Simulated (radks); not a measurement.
Spherical quantum dot in the effective-mass picture: electrons in a parabolic well V = omega^2 r^2 / 2 with omega = 0.647, all in effective atomic units (hartree* = m*/eps^2 hartree, bohr* = eps/m* bohr), one dielectric constant everywhere. Method: non-relativistic Kohn-Sham, PBE, spin-polarised, spherical densities; computed with a radial shooting solver with Libxc functionals. Levels are named by radial order and angular momentum (1s, 1p, 1d, 2s, ...), and open shells are averaged over m.

N = 12, configuration 1s2 1p6 1d(up 4, down 0). This is the lowest configuration that the search found. Occupied and some empty levels:

level    occupation  eigenvalue (hartree*)  <r> (bohr*)
1s up             1                 5.4114        2.027
1s down           1                 5.4487        1.947
1p up             3                 5.7261        2.489
1p down           3                 5.7887        2.448
1d up             4                 6.0954        2.818
1d down           0                 6.1697        2.806
2s up             0                 6.2066        2.421
2s down           0                 6.2462        2.460
1f up             0                 6.5090        3.088
1f down           0                 6.5865        3.095
2p up             0                 6.6609        2.770
2p down           0                 6.7007        2.790

Energy (hartree*): total 45.2335, kinetic 6.3251, external 17.280, Hartree 25.802, exchange-correlation -4.1737.
